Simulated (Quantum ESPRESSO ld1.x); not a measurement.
The numbers below are computed, except where a source is named.
O6+, 2 electrons, occupied as [He]. Level of theory: non-relativistic Kohn-Sham, LDA (Slater exchange, VWN5 correlation), spin-polarised, spherical densities, point nucleus (ld1.x of Quantum ESPRESSO 7.5).

Normalised radial functions P(r) = r R(r), r in bohr:

r            1s
0.01453  0.5590
0.01833  0.6840
0.02311  0.8303
0.02891  0.9919
0.03646  1.1781
0.04598  1.3778
0.05799  1.5803
0.07255  1.7631
0.0915   1.9170
0.1154   2.0075
0.1444   2.0079
0.1821   1.8970
0.2296   1.6672
0.2895   1.3385
0.3622   0.9727
0.4568   0.6080
0.5761   0.3182
0.7208   0.1378

1s: eigenvalue -687.29 eV, 0 radial nodes, <r> = 0.198 bohr, 90 % of the charge inside 0.354 bohr.
